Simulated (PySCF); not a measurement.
Give a PBE0-D3(BJ)/def2-SVP geometry of `COC[B@H-]1CCC[N+]1(C)C`.

```xyz
28
C7H18BNO angstrom
C      4.216    0.531    1.106
O      2.879    0.725    0.783
C      2.478    0.072   -0.411
B      0.980    0.466   -0.850
C      0.283   -0.504   -1.967
C     -1.134   -0.812   -1.442
C     -1.377    0.150   -0.289
N     -0.085    0.297    0.424
C      0.219   -0.903    1.218
C     -0.075    1.475    1.304
H      4.892    0.919    0.318
H      4.432    1.067    2.043
H      4.459   -0.543    1.252
H      3.162    0.351   -1.241
H      2.611   -1.027   -0.282
H      0.881    1.660   -1.127
H      0.233    0.005   -2.942
H      0.837   -1.442   -2.142
H     -1.216   -1.852   -1.085
H     -1.927   -0.694   -2.197
H     -2.169   -0.159    0.415
H     -1.630    1.148   -0.675
H      1.180   -0.747    1.722
H      0.301   -1.776    0.560
H     -0.573   -1.079    1.964
H      0.941    1.600    1.696
H     -0.798    1.348    2.126
H     -0.334    2.361    0.711
```

Orientation and origin are arbitrary. Atoms count from 1 in this order. N8 (nitrogen bonded to B and 3 C) is distorted tetrahedral (angles from 101.5° to 111.9°). The B–C distances run from 1.610 Å (C3–B4, drawn single) to 1.635 Å (B4–C5, drawn single), a spread of 0.025 Å. The C–C distances run from 1.522 Å (C6–C7, drawn single) to 1.542 Å (C5–C6, drawn single), a spread of 0.020 Å. Of the pairs four or more bonds apart, O2···H26 is among the closest relative to their van der Waals radii: 2.31 Å, 85 % of the sum of Bondi's values.

Bonds between heavy atoms (Å): C1–O2 1.389, O2–C3 1.419, C3–B4 1.610, B4–C5 1.635, C5–C6 1.542, C6–C7 1.522, C7–N8 1.484, N8–C9 1.471, N8–C10 1.470, B4–N8 1.669.

Computed with PBE0-D3(BJ)/def2-SVP geometry optimisation, gas phase in PySCF.

Point group: C1 (no symmetry element, even within 0.4 Å). No PBE0-D3(BJ)/def2-SVP frequencies stand behind this structure, so it isn't proved a minimum. One conformer, not necessarily the lowest (C1–O2–C3–B4 -173°, O2–C3–B4–C5 -165°, C3–B4–C5–C6 133°, B4–C5–C6–C7 12°, C5–C6–C7–N8 -37°, C6–C7–N8–C9 -74°).

Time: 6.4 min of wall time; peak memory 1.0 GiB. Hardware: an Arm Neoverse N1 with one thread (shared host). This is the geometry optimisation.
